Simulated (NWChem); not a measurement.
System: BiBr$_{2}$F; SMILES [Br][Bi]([F])[Br]

All runs: NWChem. Medium grid unless said otherwise, to which SCAN and Minnesota functionals are sensitive. Geometry: optimised at PBE-D3(BJ)/def2-SVP. def2 effective core potentials on Bi; no spin-orbit coupling. Total energies of different functionals are on different scales.

```tsv
level	energy (Ha)	highest occupied level (eV)	orbital gap (eV)	dipole (D)
B3LYP/def2-SVP	-5462.3181	-8.03	5.30	4.03
PBE/def2-SVP	-5461.3624	-7.04	3.86	3.75
LDA (Slater exchange, VWN5)/def2-SVP	-5454.2034	[?]	[?]	[?]
r2SCAN0/def2-SVP	-5462.1537	-8.64	6.07	4.29
BHandHLYP/def2-SVP	-5462.0099	-9.40	7.58	4.41
MN15-L/def2-SVP	-5461.5624	-7.56	4.58	4.33
LC-BLYP (range parameter 0.33 per bohr)/def2-SVP	-5461.1368	-10.38	9.62	4.10
```

**Question.** Complete the blanks.

**Answer.** 
- LDA (Slater exchange, VWN5)/def2-SVP, highest occupied level (eV): -7.20
- LDA (Slater exchange, VWN5)/def2-SVP, orbital gap (eV): 3.77
- LDA (Slater exchange, VWN5)/def2-SVP, dipole (D): 3.63
